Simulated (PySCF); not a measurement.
C2H7Al, SMILES C[CH2][AlH2]. The structure is a stationary point at B3LYP-D3(BJ)/def2-SVP.

Computed equilibrium geometry at B3LYP-D3(BJ)/def2-SVP (PySCF confirms it by a frequency run) as a Z-matrix, and its point group:
point group Cs.
```
C
H 1 1.1084
H 1 1.1084 2 103.56
C 1 1.5364 2 110.39 3 -118.17
H 4 1.1028 1 111.73 2 -63.40
H 4 1.1028 5 106.58 1 122.30
H 4 1.1036 5 107.05 6 114.29
Al 1 1.9679 2 106.97 3 112.80
H 8 1.5906 1 119.51 2 -55.23
H 8 1.5914 9 119.19 1 180.00
```
